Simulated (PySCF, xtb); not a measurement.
B₂H₆O₄Si, SMILES [SiH2](B(O)O)B(O)O. Atoms are numbered in the order given.

```xyz
13

B     -1.6219    -0.2148    -0.0475
O     -1.6692     1.0284    -0.5975
O     -2.7622    -0.9522     0.0304
Si     0.1467    -0.9498     0.6676
B      1.5864     0.3126    -0.0455
O      2.9270     0.1094    -0.1755
O      1.1056     1.5325    -0.4663
H     -0.7974     1.4617    -0.6271
H     -3.5182    -0.4686    -0.3374
H      0.4319    -2.3674     0.2733
H      0.1797    -0.9170     2.1675
H      3.2162    -0.7613     0.1214
H      1.8015     2.1162    -0.8078
```

The structure is a stationary point at B3LYP-D3(BJ)/def2-SVP. This is a generated structure with no PubChem entry under its InChIKey; it may be hypothetical. One conformer was computed; it need not be the lowest.

Calculation: C-PCM-B3LYP/def2-SVP run with PySCF.

The values are the electrostatic part of the solvation free energy, E(continuum) − E(gas) at the gas-phase geometry, in a cavity of scaled van der Waals radii (PySCF's table); cavitation and dispersion terms are not included. In vacuum the orbital gap is 6.93 eV. The dipole moment in vacuum is 2.47 D.

Computed values in water (ε = 78.36), toluene (ε = 2.37), ethylethanoate (ε = 5.99):
```tsv
solvent	ε	ΔG(elec) (kcal/mol)	dipole (D)	gap (eV)
water	78.36	-9.1	3.06	6.98
toluene	2.37	-5.2	2.79	6.96
ethylethanoate	5.99	-7.6	2.95	6.97
```

For comparison, GFN2-xTB/ALPB(water) (xtb, at the GFN2-xTB geometry, all terms of that model) gives -13.1 kcal/mol.
